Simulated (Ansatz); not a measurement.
Zn₆O₆H₁₈. Charge 0, multiplicity 3. Geometry PBE-D4/def2-SVP, that of the neutral singlet; atoms count from 1.

Cartesian coordinates in Å:
```
O 0.473 1.882 0.615
Zn -0.579 2.005 -1.134
Zn 2.242 1.108 -0.259
O 0.998 0.750 -1.844
O -1.639 0.257 -1.206
Zn -0.228 -0.794 -2.389
Zn 0.478 0.622 2.226
O 1.903 -0.437 1.040
O -0.739 -0.923 1.661
Zn -2.001 -1.282 0.092
Zn 0.824 -2.174 0.964
O -0.222 -2.072 -0.791
H 2.560 3.886 0.887
H 0.613 2.790 0.948
H -1.088 3.345 -1.742
H 2.257 4.488 1.262
H 3.629 1.802 -0.409
H 1.430 1.091 -2.650
H -2.458 0.424 -1.713
H -2.823 -0.145 -3.797
H -3.523 0.180 -3.790
H -0.380 -1.278 -3.862
H 0.621 1.109 3.698
H 2.738 -0.622 1.511
H -1.151 -1.289 2.469
H -0.511 -3.171 3.487
H -3.388 -1.974 0.242
H 1.331 -3.515 1.574
H -1.038 -3.080 4.042
H -0.330 -2.981 -1.131
```

Single mean-field runs in def2-TZVP are fitted with def2-universal-jkfit. In the triplet geometry the species has come apart into loosely held pieces. At PBE0-D4/def2-TZVP a singlet of charge 0 lies 5.96 eV below the triplet at the same geometry.

Question: Estimate the Mulliken populations of the heavy atoms from the PBE0/def2-TZVP orbitals of Ansatz.

Answer: 
```csv
atom,charge (e),spin (α − β),d electrons
O1,-0.79,-0.01,–
Zn2,0.45,0.09,10.02
Zn3,0.51,0.04,10.02
O4,-0.76,-0.02,–
O5,-0.75,0.01,–
Zn6,0.45,0.31,10.01
Zn7,0.45,0.09,10.02
O8,-0.76,0.01,–
O9,-0.77,-0.02,–
Zn10,0.49,0.15,10.01
Zn11,0.46,0.25,10.01
O12,-0.59,-0.01,–
```
Mulliken values depend strongly on the basis.

Question: Where does the spin sit?

Answer: Summed by element: O -0.04, Zn 0.93, H 1.11, of 2 unpaired in all. Largest on single atoms: H22 0.31, Zn6 0.31, H28 0.26.

Question: And the Mayer bond orders between heavy atoms (over 0.3)?

Answer: O1–Zn2 0.32 (2.05 Å); O1–Zn7 0.31 (2.05 Å); O4–Zn6 0.34 (2.05 Å); O5–Zn10 0.31 (2.05 Å); O8–Zn11 0.34 (2.05 Å); O9–Zn10 0.31 (2.05 Å).
